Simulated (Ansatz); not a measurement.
Ideal-gas functions of ClFH$_{4}$N$_{2}$Zr, SMILES `[NH2][Zr]([NH2])([F])[Cl]` at 600 K and 1 bar, from an Ansatz frequency run at PBE0-D4/def2-TZVP.

Molar mass 177.72 g/mol, point group C1 (symmetry number 1), electronic degeneracy 1, moments of inertia 187.089, 303.062, 309.566 u Å². Harmonic wavenumbers (cm⁻¹, unscaled): 102, 128, 140, 146, 164, 223, 258, 383, 467, 477, 494, 508, 654, 657, 670, 1536, 1539, 3551, 3558, 3644, 3655.

Use S(trans) = R[1.5 ln M + 2.5 ln T − 1.1517]; rotational temperatures θ = 24.2544 K / I; S(rot) = R[ln(√π/σ · √(T³/θAθBθC)) + 1.5]; for each mode x = 1.438777 ν̃/T, S = R[x/(eˣ − 1) − ln(1 − e⁻ˣ)] and H = RT x/(eˣ − 1); 1 cm⁻¹ = 0.0119627 kJ/mol; R = 8.31446 J/(mol·K).

Task: By hand: the entropy, in J/(mol·K).

Result: Translation 188.0. Rotation: θ = 0.1296, 0.08, 0.0783 K, giving 126.6. Vibration, mode by mode: 20.04, 18.17, 17.43, 17.08, 16.13, 13.62, 12.44, 9.31, 7.79, 7.64, 7.38, 7.17, 5.38, 5.34, 5.21, 1.00, 1.00, 0.02, 0.02, 0.01, 0.01, in all 172.2. Electronic 0.0. Sum 486.8 J/(mol·K).

Task: By hand: H − E and G − E in kJ/mol, counted from the electronic energy.

Result: Zero-point energy ½ × 22954 × 0.0119627 = 137.3; thermal vibration 49.1; translation, rotation and pV give 4 RT = 20.0. H − E = 206.4 kJ/mol, and G − E = 206.4 − 600 × 486.8/1000 = -85.7 kJ/mol.

Vibration gives 35 % of the entropy, 72.7 J/(mol·K) of it from the modes under 150 cm⁻¹: soft modes count most, and the harmonic formula is weakest for them. The sum counts one conformer and one mirror image; others add a mixing term.
